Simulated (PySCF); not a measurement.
**Correlation energy of O²⁺ (oxygen, charge +2)**

[He] 2s2 2p2, high-spin 3P determinant. Computed with PySCF 2.14 in aug-cc-pVDZ, with the non-relativistic Hamiltonian (point nucleus). Frozen: 1s2; 4 electrons correlated.

MP2 pair energies summed by pair of shells (mhartree):

```csv
pair,energy,share (%)
2s-2p,-32.70,58.0
2s-2s,-18.89,33.5
2p-2p,-4.75,8.4
```

Total MP2 correlation energy: -56.33 mhartree.

Same-spin part -7.94 and opposite-spin part -48.39 mhartree; SCS-MP2 scales them by 1/3 and 6/5 to -60.72 mhartree.

```csv
level,correlation energy (mhartree)
CCSD,-79.02
(T),-0.66
CCSD(T),-79.68
```

Diagnostics: T1 = 0.0047, D1 = 0.0094, largest double amplitude 0.124.

Cost of the coupled-cluster step: 0.12 s of wall time on 1 thread of Neoverse-V2 (shared host), for 4 correlated electrons.
